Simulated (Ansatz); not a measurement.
`[CH3][GeH2][CH2]Br` → `[CH3][GeH2][Br]` + `[CH2]` (triplet)  (formal loss of a carbene)

Calculated with Ansatz (gas phase, PBE0-D4/def2-TZVP geometries, no zero-point term in ΔE). CBS: MP2 limit from def2 TZ/QZ plus the TZ coupled-cluster correction, frozen cores. This one scheme is used for every species. DFT in def2-TZVPP. B3LYP here is the variant with VWN-RPA as its local correlation; programs differ in this. Triplets are unrestricted, without spin–orbit coupling. For Br, Ge outer-core shells are correlated without core-valence functions, which leaves a few kJ/mol of doubt a bond. Scalar relativity is left out up to krypton. Each species was taken in one conformer, which may not be the lowest.

(1) Is it downhill or uphill in electronic energy at CCSD(T)/CBS, and by how much? (Best estimate.)

(2) What do these levels give: r2SCAN-D4, PBE0-D4, B3LYP-D4, ωB97X-V, ωB97M-V, PBE0, MP2/def2-TZVPP, SCS-MP2/def2-TZVPP, CCSD/def2-TZVPP, CCSD(T)/def2-TZVPP, SCS-MP2/def2-QZVPP, CCSD/CBS(def2)? (An estimate is asked.)

Largest T1 diagnostic among the species: 0.011.

Results:

(1) Computed: Uphill: ΔE = +319.8 kJ/mol.

(2) Ansatz gave: r2SCAN-D4 289.9, PBE0-D4 310.3, B3LYP-D4 307.1, ωB97X-V 324.8, ωB97M-V 316.8, PBE0 303.8, MP2/def2-TZVPP 321.8, SCS-MP2/def2-TZVPP 321.8, CCSD/def2-TZVPP 296.2, CCSD(T)/def2-TZVPP 310.3, SCS-MP2/def2-QZVPP 328.5, CCSD/CBS(def2) 305.7 kJ/mol.

In def2-TZVPP, CCSD(T) changes the Hartree–Fock value by +159.4 kJ/mol (the triples alone add +14.1 kJ/mol) and MP2 by +170.9 kJ/mol. The D4 term adds +12.1 kJ/mol with B3LYP and +6.5 kJ/mol with PBE0; it sums over pairs of atoms, weighted by their polarisabilities, and B3LYP, whose exchange is more repulsive, gets the larger term.
